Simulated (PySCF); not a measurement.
Molecule: SMILES CO[SiH2]C=O, C₂H₆O₂Si.

Geometry (Å), atoms numbered from 1 in this order:
```xyz
11

C    -1.7665   -0.3850    0.2585
O    -0.3701   -0.4154    0.1507
Si    0.5901    0.8188   -0.4065
C     2.3973    0.1881   -0.2542
O     3.3168    0.9069   -0.5603
H    -2.2542   -0.2825   -0.7281
H    -2.1069   -1.3291    0.7094
H    -2.1144    0.4447    0.9011
H     0.3100    1.1454   -1.8388
H     0.4343    2.0595    0.4132
H     2.5871   -0.8566    0.1217
```

Geometry PBE0-D3(BJ)/def2-SVP throughout; GIAO in PySCF, gas phase, one conformer, non-relativistic; equivalent atoms averaged; basis pcSseg-2.

Question: How do the shifts δ (against TMS, H2O at the same level) depend on the functional? (ppm; last column core-seconds on shared hosts with different chips, so compare them loosely; the GGAs took longer than the global hybrids here, which isn't the general rule, and the cause wasn't traced)

Answer: 
```
functional                    kind     C4    C1     O5     O2    Si3    H11  H9/H10  H6/H7/H8  core-s
        HF            Hartree–Fock  246.0  49.8  923.5  -24.7  -50.0  11.40    4.21      3.47      15
       LDA                     LDA  270.9  57.5  963.1   10.2  -48.7  12.88    5.01      3.84      31
       PBE                     GGA  255.4  57.2  911.0   11.1  -52.5  12.63    4.79      3.79      38
      BLYP                     GGA  253.8  57.4  899.5   14.4  -59.3  12.47    4.66      3.84      41
      BP86                     GGA  253.6  57.2  899.7    9.1  -53.6  12.54    4.79      3.79      42
      OPBE                     GGA  245.1  56.3  872.1    8.0  -46.3  12.58    4.74      3.69      40
       KT2                     GGA  235.3  56.5  832.3    7.1  -48.7  11.98    4.77      3.77      40
       KT3                     GGA  232.6  56.2  818.9    9.3  -50.6  11.99    4.56      3.73      39
     B97-D                     GGA  244.9  56.7  859.1    8.3  -55.3  12.34    4.61      3.78      39
     B3LYP           global hybrid  254.5  55.7  917.8    3.3  -55.0  12.21    4.54      3.73      26
      PBE0           global hybrid  255.1  55.2  930.1   -1.7  -48.6  12.29    4.62      3.66      27
  mPW1PW91           global hybrid  254.5  55.3  926.6   -2.1  -49.1  12.23    4.60      3.65      27
      WP04           global hybrid  250.6  56.7  848.7   -0.1  -57.4  11.50    4.05      3.52      30
     B97-2           global hybrid  248.3  55.2  892.9   -1.4  -50.1  12.15    4.54      3.66      30
 BHandHLYP           global hybrid  253.2  53.4  930.1   -8.7  -51.6  11.84    4.38      3.61      29
 CAM-B3LYP  range-separated hybrid  259.7  54.9  935.0   -1.4  -51.4  12.09    4.50      3.73      38
   wB97X-D  range-separated hybrid  256.2  54.9  932.2   -5.4  -49.1  12.13    4.56      3.65      59
   LC-wPBE  range-separated hybrid  264.2  54.6  937.2   -8.6  -43.5  12.03    4.49      3.63      48
```

Question: Which nucleus moves most, in ppm?

Answer: O5 (carbonyl oxygen): from 818.9 ppm with KT3 to 963.1 ppm with LDA. The smallest spread is 0.37 ppm, at H6/H7/H8. Proton shifts span only some 12 ppm, so a few tenths of a ppm matter as much there as several ppm in carbon.
